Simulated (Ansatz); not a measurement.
Total energies of the cluster LiSn₂ from Ansatz at PBE0-D4/def2-TZVP, gas phase (1 Eh = 27.2114 eV = 2625.5 kJ/mol). The reference geometry is relaxed at PBE-D4/def2-TZVP.

```xyz
3

Li   -1.2747   -0.7072   -0.8136
Sn    0.2372    1.5337    0.0080
Sn    1.0375   -0.8265    0.8056
```

```
                 state                     geometry  energy (Eh)
      charge 0 doublet                    reference   -436.14196
      charge 1 triplet                    reference   -435.91223
      charge 0 quartet  relaxed at PBE-D4/def2-TZVP   -436.11649
free Li atom (doublet)                            –     -7.46705
free Sn atom (triplet)                            –   -214.25870
```

In the def2 sets Sn takes a core potential; there is no spin–orbit coupling.

(1) Work out the vertical ionisation energy to the triplet.

(2) Which of the charge 0 states is lowest, and how far above it are the others?

(3) What is the binding energy per atom against free atoms?

(1) E(charge 1 triplet) − E(charge 0 doublet) = -435.91223 − (-436.14196) = 0.22973 Eh = 6.25 eV. For comparison, −ε of the highest occupied level of the spin that leaves is 4.62 eV at this level, 1.63 eV less.

(2) The doublet. quartet: -436.11649 − (-436.14196) = 0.02547 Eh = 66.9 kJ/mol.

(3) Atoms: 1 × (-7.46705) + 2 × (-214.25870) = -435.98445 Eh. Binding: -435.98445 − (-436.14196) = 0.15751 Eh = 4.29 eV, or 1.43 eV for each of 3 atoms (no zero-point energy, no counterpoise term).

The structure comes from a short search, and lower isomers may exist.
